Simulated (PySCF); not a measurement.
C₅H₇F, SMILES CC1=CC[C@@H]1F.

Geometry optimised at PBE-D3(BJ)/def2-SVP. The structure was generated by enumeration; whether it is a known compound was not checked.

Level of theory: SMD-B3LYP/6-31G* (PySCF).

Solvation free energies are E(SMD) − E(gas) at the gas-phase geometry, for 1 M in both phases. In vacuum the dipole moment is 1.66 D.

Computed solvation free energies in water, n-hexane, ethylethanoate:
| solvent | ΔG(solv) (kcal/mol) | its non-electrostatic (CDS) part | dipole (D) |
|---|---|---|---|
| water | 0.2 | 3.4 | 2.06 |
| n-hexane | -3.8 | -2.6 | 1.80 |
| ethylethanoate | -4.0 | -1.5 | 1.96 |
